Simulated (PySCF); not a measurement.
Isomers of C5H9F2NO, one GFN2-xTB conformer each. Single-point energies are computed at PBE0/pcSseg-1 (PySCF, gas phase, no added dispersion term), electronic only.

Task: Rank them by PBE0/pcSseg-1 energy, lowest first (kcal/mol).
A. `[CH3:1][NH:2][C:3](=[O:4])[CH2:5][CH2:6][CH:7]([F:8])[F:9]` with C1–N2–C3–O4 -1°, N2–C3–C5–C6 175°, C3–C5–C6–C7 69°, C5–C6–C7–F8 178°
B. `[CH2:1]=[C:2]([CH2:3][CH2:4][NH2:5])[O:6][CH:7]([F:8])[F:9]` with C1–C2–C3–C4 83°, C2–C3–C4–N5 50°, C3–C4–N5–H 176° and 57°, C1–C2–O6–C7 -23°, C2–O6–C7–F8 -160°

Result: A (0.0), B (34.9).

As drawn, the lower has a C=O bond and a C(=O)–N unit, which the higher lacks; the higher has a C=C bond outside aromatic rings, which the lower lacks. GFN2-xTB itself gives, in the same order: 0.0, 30.8. Both levels put the same isomer lowest.

Task: Which frontier levels, dipoles and rotational constants go with these structures?

Result: 
```tsv
SMILES	HOMO (eV, PBE0/pcSseg-1)	LUMO (eV)	dipole (D)	A, B, C (MHz)
CNC(=O)CCC(F)F	-7.64	0.60	5.13	3866, 722.5, 700.9
C=C(CCN)OC(F)F	-7.04	0.34	3.70	2667, 1028, 830.6
```
